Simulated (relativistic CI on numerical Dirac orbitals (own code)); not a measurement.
**Mn3+ (3d4) in a crystal field**

Calculated by Dirac-Coulomb-Breit CI, KLI orbitals optimised for each configuration, model QED (radiative potential, 1s self-energy scaled to tabulated hydrogen-like ionisation energies), valence Slater integrals scaled by 0.75, one configuration in a parametric crystal field (own radial code).

Field parameters in Wybourne normalisation: Oh B⁴₀ = 21Dq, B⁴₄ = √(5/14) B⁴₀. The field is a parameter set, without covalency.

S is read from ⟨S²⟩ = S(S + 1).

Levels (cm⁻¹, degeneracy): 0 (1), 199 (3), 541 (2), 543 (3), 10793 (3), 12086 (2), 15984 (1), 15985 (3), 15987 (2), 15989 (3), 15990 (1), 23644 (1).

Q: Which field gives this pattern?
A. Oh, 10Dq = 37100 cm⁻¹
B. Oh, 10Dq = 33800 cm⁻¹
C. Oh, 10Dq = 14050 cm⁻¹
D. Oh, 10Dq = 27250 cm⁻¹

A: A. Oh, 10Dq = 37100 cm⁻¹, ground level with S = 1.00.
